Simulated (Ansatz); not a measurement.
Pulling on the Bi1–H2 bond in BiBrH2 (SMILES [Br][BiH2]) (multiplicity 1 held, fragments rigid). Energies count from the point at 1.801 Å.
Geometry at that point (charge 0, multiplicity 1):
| atom | x (Å) | y (Å) | z (Å) |
|---|---|---|---|
| Bi | -0.4338 | -0.4863 | 0.4045 |
| H | -1.8986 | -0.1566 | -0.5903 |
| H | -0.0349 | -1.8803 | -0.6640 |
| Br | 1.0839 | 1.2114 | -0.9234 |

Restricted levels (R-, RO-) in cc, def2 and unpolarised 6-31G sets keep to the state of the molecule at rest. Active spaces are followed from a long bond inwards. Levels need not reach the same state.

Frozen-core correlation. Filled d and f shells under p-block atoms count as core.

Codes used: Ansatz (an electronic-structure program). Values without a source in brackets are computed. In def2 rows elements past Kr take small-core potentials, without spin–orbit coupling.

Q: Predict the energy at R = 5.764 Å from R-SCS-MP2/def2-SVP.

A: 223 kJ/mol

Doubts at one or more of the structures used: a restricted determinant that unrestricted orbitals would lower (R-SCS-MP2/def2-SVP).
